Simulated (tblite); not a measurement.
Compound: C7H6ClS (doublet state).
Z-matrix (Å and degrees, GFN2-xTB geometry), rows numbered from 1:
```
C 
C   1  1.4891
Cl  2  1.7332  1  115.16
C   2  1.3401  1  126.97  3   179.64
C   4  1.4291  2  127.67  1     0.25
C   5  1.3759  4  125.34  2   176.72
C   6  1.4162  5  114.00  4   178.93
C   7  1.3465  6  110.18  5    -3.87
S   8  1.6950  7  115.47  6     5.15
H   1  1.0902  2  110.30  3   127.89
H   1  1.0863  2  110.66  3     7.27
H   1  1.0906  2  110.46  3  -113.17
H   4  1.0827  2  118.66  1  -179.64
H   6  1.0761  5  123.27  4    -0.69
H   7  1.0734  6  124.15  5   179.38
```

Structure optimised with GFN2-xTB, isolated species. This method treats the open shell by occupation alone, without spin polarisation.

Masses are those of the commonest isotopes; rigid-rotor values at the optimised geometry. The values belong to one conformer with, in the numbering `[CH3:1]/[C:2]([Cl:3])=[CH:4]\[c:5]1[cH:6][cH:7][c:8][s:9]1`, C2–C4–C5–C6 177°.

Q: What are A, B and C (MHz)?

A: Ia = 151.71, Ib = 802.94, Ic = 950.85 u·Å²; 505379 MHz·u·Å²/I gives A = 3331, B = 629.4, C = 531.5 MHz.

Q: Classify the top.

A: A near-prolate asymmetric top. Ray's parameter κ = (2B − A − C)/(A − C) = -0.930; −1 is the prolate and +1 the oblate limit.

Q: Is it planar, by Δ = Ic − Ia − Ib?

A: Not planar: Δ = Ic − Ia − Ib = -3.80 u·Å². For a rigid frame Δ = −2 Σ m c², so Σ m c² = 1.90 u·Å² lies off the ab plane: 1.61 from hydrogen and 0.29 from heavier atoms. The atom farthest from that plane is 0.93 Å away.

Q: Give the other two planar moments, Paa and Pbb, and the rms extents of the mass along the axes.

A: Paa = Σ m a² = (Ib + Ic − Ia)/2 = 801.04 and Pbb = Σ m b² = (Ia + Ic − Ib)/2 = 149.82 u·Å². With the mass M = 156.99 u, the rms extents √(P/M) along a, b and c are 2.26, 0.98, 0.11 Å.

Q: Give the coordinates in the principal-axis frame, origin at the centre of mass.

A: The sense of each axis is arbitrary; atoms in the order of the calculation.
| atom | mass (u) | a (Å) | b (Å) | c (Å) |
| --- | --- | --- | --- | --- |
| C1 | 12.000 | -1.440 | 1.625 | 0.095 |
| C2 | 12.000 | -1.582 | 0.144 | 0.023 |
| Cl3 | 34.969 | -3.214 | -0.438 | -0.030 |
| C4 | 12.000 | -0.593 | -0.760 | -0.012 |
| C5 | 12.000 | 0.814 | -0.516 | 0.017 |
| C6 | 12.000 | 1.790 | -1.486 | 0.044 |
| C7 | 12.000 | 3.111 | -0.975 | 0.046 |
| C8 | 12.000 | 3.090 | 0.367 | -0.065 |
| S9 | 31.972 | 1.551 | 1.077 | -0.035 |
| H10 | 1.008 | -0.791 | 1.902 | 0.926 |
| H11 | 1.008 | -2.409 | 2.097 | 0.231 |
| H12 | 1.008 | -0.989 | 2.009 | -0.821 |
| H13 | 1.008 | -0.851 | -1.810 | -0.070 |
| H14 | 1.008 | 1.574 | -2.540 | 0.055 |
| H15 | 1.008 | 3.993 | -1.585 | 0.074 |

For this open shell read J as N, the rotation without spin; fine and hyperfine splittings come on top. Its GFN2-xTB frequencies are all real (lowest 47 cm⁻¹). Zero-point vibration and centrifugal distortion are left out.

Hardware: Arm Neoverse V1, one thread (shared host). Cost: 0.91 s. These figures are those of the optimisation.

These are computed values.
